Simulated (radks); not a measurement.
Kinetic energies: the exact non-interacting value of the Kohn-Sham orbitals and orbital-free approximations, as 100 (|E| - |E exact|)/|E exact|, negative where the magnitude is too small. Species: B4+ 1s1; Sn4+ [Kr] 4d10; Be3+ 1s1; C2+ [He] 2s2. Method: non-relativistic Kohn-Sham, LDA (Slater exchange, Perdew-Wang correlation), spin-polarised, spherical densities, point nucleus; computed with a radial shooting solver on a logarithmic mesh with Libxc functionals. Every spin shell is full or empty, so the densities are truly spherical. Functionals are evaluated on that one density, not self-consistently.

exact (hartree): B4+ 12.2920; Sn4+ 6013.24; Be3+ 7.83616; C2+ 35.9502
Thomas-Fermi: B4+ -8.37; Sn4+ -5.29; Be3+ -8.40; C2+ -10.52
TF + vW/5: B4+ +11.63; Sn4+ +3.02; Be3+ +11.60; C2+ +7.60
LC94: B4+ +2.24; Sn4+ +0.07; Be3+ +2.21; C2+ -0.43
APBEK: B4+ +2.09; Sn4+ +0.12; Be3+ +2.05; C2+ -0.41
revAPBEK: B4+ +2.98; Sn4+ +0.30; Be3+ +2.94; C2+ +0.38
Perdew 92: B4+ +2.77; Sn4+ -0.67; Be3+ +2.73; C2+ -0.43
DePristo-Kress: B4+ +2.92; Sn4+ -0.10; Be3+ +2.87; C2+ -1.81
Ernzerhof: B4+ +6.67; Sn4+ -0.40; Be3+ +6.62; C2+ +1.53
